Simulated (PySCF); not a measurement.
WO2Cl, SMILES [Cl][W](=[O])=[O] (connectivity only; charge and spin as stated), neutral, multiplicity 2. Geometry optimised at PBE-D3(BJ)/def2-SVP. The multiplicity is an assumed one; other spin states were not compared. The isomer is the one that the SMILES or the coordinates give; other isomers of the formula were not compared. The def2 effective core potentials stand for the cores of W; spin–orbit coupling is left out.

All values below come from PBE-D3(BJ)/def2-SVP (PySCF).

Harmonic wavenumbers (cm⁻¹): 105, 150, 309, 410, 960, 997. Rotational constants (GHz): 7.334, 2.454, 1.923; symmetry number 1.

Work out the zero-point energy and the ideal-gas rigid-rotor harmonic-oscillator thermochemistry at 298.15 K and 1 atm.

ZPE = ½ Σ hcν = ½ × 2931 cm⁻¹ = 17.53 kJ/mol. H − E(el) = 33.11 kJ/mol. Entropy in J/(mol K): translation 177.67, rotation 111.43, vibration 35.70, spin 5.76, total 330.57. G − E(el) = -65.45 kJ/mol. Cp = 65.71 J/(mol K). Modes under 150 cm⁻¹ make the vibrational entropy uncertain.
